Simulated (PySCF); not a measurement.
Cl2FSi, multiplicity 2. Atoms are numbered in the order given.

```xyz
4

Si     0.4699    -0.3904     0.0000
F     -0.3059    -1.8285     0.0000
Cl    -0.1125     0.6448    -1.7016
Cl    -0.1125     0.6448     1.7016
```
Charge 0, spin multiplicity 2.

Geometry: PBE-D3(BJ)/def2-SVP.

All values below come from PySCF 2.14.0 with PBE-D3(BJ)/def2-SVP.

Frequencies are harmonic and unscaled.

```json
[
 {"mode": "1", "ν (cm⁻¹)": "157", "IR (km/mol)": "1.2", "moving atoms (share of kinetic energy)": "Cl 73 %, Si 15 %, F 12 %"},
 {"mode": "2", "ν (cm⁻¹)": "216", "IR (km/mol)": "5.0", "moving atoms (share of kinetic energy)": "F 62 %, Cl 33 %"},
 {"mode": "3", "ν (cm⁻¹)": "270", "IR (km/mol)": "12.2", "moving atoms (share of kinetic energy)": "Si 36 %, F 34 %, Cl 30 %"},
 {"mode": "4", "ν (cm⁻¹)": "490", "IR (km/mol)": "44.2", "moving atoms (share of kinetic energy)": "Si 48 %, Cl 48 %"},
 {"mode": "5", "ν (cm⁻¹)": "581", "IR (km/mol)": "178.3", "moving atoms (share of kinetic energy)": "Si 66 %, Cl 34 %"},
 {"mode": "6", "ν (cm⁻¹)": "869", "IR (km/mol)": "114.8", "moving atoms (share of kinetic energy)": "F 56 %, Si 43 %"}
]
```
